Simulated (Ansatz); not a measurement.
TaF₄, SMILES [F][Ta+]([F])([F])[F], charge +1, multiplicity 1.

Geometry optimised at B3LYP-D3(BJ)/def2-SVP. The spin state was assumed, not searched. The isomer is the one that the SMILES or the coordinates give; other isomers of the formula were not compared. The def2 effective core potentials stand for the cores of Ta; spin–orbit coupling is left out.

Two levels are set side by side: PBE/def2-SVPD (Ansatz, a quantum-chemistry and plane-wave program) and CAM-B3LYP/def2-SVPD (Ansatz). Energy differences of separate SCF runs at the same geometry; the states with an electron removed or added have multiplicity 2 and 2. Differences are taken from unrounded values.

```
quantity                           CAM-B3LYP
---------------------------------  ---------
vertical ionisation energy (eV)        22.58
vertical electron affinity (eV)         7.08
vertical singlet–triplet gap (eV)       8.20
```

### Question
What does PBE give, and how far is it from CAM-B3LYP? (The exact figures need the calculation; the answer reports its results.)

### Answer

```
quantity                             PBE  PBE minus CAM-B3LYP
---------------------------------  -----  -------------------
vertical ionisation energy (eV)    21.17                -1.41
vertical electron affinity (eV)     6.45                -0.63
vertical singlet–triplet gap (eV)   7.36                -0.84
```
